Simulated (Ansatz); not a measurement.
Computed with Ansatz on PBE0-D4/def2-TZVP structures; ΔE is electronic, products minus reactants. CBS: MP2 limit from def2 TZ/QZ plus the TZ coupled-cluster correction, frozen cores. This one scheme is used for every species. DFT in def2-TZVPP. One conformer a species, not always the lowest.

Reaction (hydrogenolysis of a B–B bond): `BB(F)BF` + H₂ → `FBBF` + BH₃

| species | revPBE-D4 energy (Eh) |
| --- | --- |
| `BB(F)BF` | -276.10178 |
| H₂ | -1.17698 |
| `FBBF` | -250.68044 |
| BH₃ | -26.60500 |

(1) Work out ΔE.

(2) What do rigid-rotor, harmonic-oscillator terms from PBE0-D4/def2-TZVP frequencies (298.15 K, 1 bar) make of the CCSD(T)/CBS value? (Estimate.)

Largest T1 diagnostic among the species: 0.014.

Results:

(1) ΔE = (-250.68044) + (-26.60500) − (-276.10178) − (-1.17698) = -0.00668 Eh = -17.5 kJ/mol. CCSD(T)/CBS gives -37.5 kJ/mol.

(2) Ansatz gave: ΔZPE = +12.5 kJ/mol, ΔH = -28.1 kJ/mol, ΔS = 13 J/(mol·K), ΔG = -32.1 kJ/mol.

From r2SCAN to r2SCAN0 (25 % exact exchange), in def2-TZVPP and without D4, ΔE moves by −7.6 kJ/mol. The D4 term adds +5.0 kJ/mol with B3LYP and +2.8 kJ/mol with PBE0; it sums over pairs of atoms, weighted by their polarisabilities, and B3LYP, whose exchange is more repulsive, gets the larger term.

B3LYP here is the variant with VWN-RPA as its local correlation; programs differ in this.
